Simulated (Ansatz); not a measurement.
Species: NH₂Se, charge 0, doublet. NH2Se (SMILES N[Se], doublet).
B3LYP-D3(BJ)/def2-TZVP minimum from Ansatz (an electronic-structure program):
```
N
H 1 1.0064
H 1 1.0064 2 116.88
Se 1 1.7903 2 121.21 3 -170.51
```
Charge 0, spin multiplicity 2.

Atomisation energy term by term, kcal/mol (programs: Ansatz). Radicals and triplets start from unrestricted determinants; spin-orbit coupling is neglected. Correlated methods leave the cores frozen (noble-gas shells, and filled d and f shells in the p block). No relativity. CBS(X,Y): correlation extrapolated as X^-3, Hartree-Fock from the larger set (Q,5: extrapolated as (X+1)exp(-9√X)). A bracket is a step between two methods taken in the basis named. For partners of very few electrons the exact lower level stands in for a higher one.

```json
[
 {"term": "Hartree-Fock", "basis": "CBS(cc-pVQZ,cc-pV5Z)", "kcal/mol": "146.44"},
 {"term": "CCSD correlation", "basis": "CBS(cc-pVQZ,cc-pV5Z)", "kcal/mol": "98.21"},
 {"term": "(T)", "basis": "CBS(cc-pVQZ,cc-pV5Z)", "kcal/mol": "6.93"},
 {"term": "CCSDT(Q) - CCSD(T)", "basis": "cc-pVTZ", "kcal/mol": "0.32"},
 {"term": "CCSDTQ - CCSDT(Q)", "basis": "cc-pVDZ", "kcal/mol": "-0.06"},
 {"term": "sum: De", "basis": "", "kcal/mol": "251.8"}
]
```

The step beyond CCSD(T) by other levels: CCSDTQ in cc-pVDZ 0.52; CCSDT(Q) in cc-pVDZ 0.58 kcal/mol.
